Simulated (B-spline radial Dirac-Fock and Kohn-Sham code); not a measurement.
# Diagram lines of Ce

System: the free cerium atom, configuration [Xe] 5d1 6s2 6p1 (an excited configuration).

Model: ΔSCF Dirac-Fock with Breit, self-energy and vacuum polarisation, finite nucleus, configuration average. Program: a radial atomic solver. A line energy is the difference of two single-hole energies; the list is a selection of electric-dipole transitions between resolved j subshells. The model has no electron correlation.

| line | energy (keV) | wavelength (Å) |
| --- | --- | --- |
| K-O3 | 40.430 | 0.30666 |
| K-O2 | 40.427 | 0.30669 |
| Kβ2' | 40.222 | 0.30825 |
| Kβ2'' | 40.203 | 0.30839 |
| Kβ1 | 39.250 | 0.31588 |
| Kβ3 | 39.162 | 0.31659 |
| Kα1 | 34.716 | 0.35714 |
| Kα2 | 34.275 | 0.36173 |
| Lγ4 | 6.5453 | 1.8942 |
| L1-O2 | 6.5422 | 1.8951 |
| Lγ3 | 6.3378 | 1.9563 |
| Lγ2 | 6.3186 | 1.9622 |
| L2-P1 | 6.1810 | 2.0059 |
| L2-O1 | 6.1315 | 2.0221 |
| Lγ1 | 6.0539 | 2.0480 |
| Lγ5 | 5.8649 | 2.1140 |
| L3-P1 | 5.7400 | 2.1600 |
| Lβ7 | 5.6905 | 2.1788 |
| Lβ2 | 5.6162 | 2.2076 |
| Lβ15 | 5.6129 | 2.2089 |

Values without a named source are computed, but for edge energies of neutral atoms, which are taken from tables.
